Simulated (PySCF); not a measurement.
Positional isomers: thiophene mercapto+boryl. Gas-phase values, no solvent. One relaxed conformer stands for each flexible species; it need not be the lowest. Strings in code marks are SMILES.

Computed with PBE-D3(BJ)/def2-TZVP // PBE0-D4/def2-SVP run with PySCF 2.14.0. All candidates: neutral, multiplicity 1. Excitations are Tamm–Dancoff values on a coarser integration grid. The basis has no diffuse functions, so Rydberg states are missing or too high.

```
Quantity                                       Result
-------------------------------------------  --------
brightest of the four lowest singlets (TDA)   4.76 eV
HOMO                                         -5.38 eV
T1 excitation (TDA)                           2.32 eV
```

**Question.** Which member has these values?
A. `Bc1ccc(S)s1`
B. `Bc1csc(S)c1`
C. `Bc1cscc1S`
D. `Bc1sccc1S`

**Answer.** C, `Bc1cscc1S`. The others give `Bc1sccc1S`: 4.68 eV, -5.57 eV, 2.41 eV; `Bc1ccc(S)s1`: 3.93 eV, -5.71 eV, 2.53 eV; `Bc1csc(S)c1`: 4.92 eV, -6.08 eV, 2.96 eV
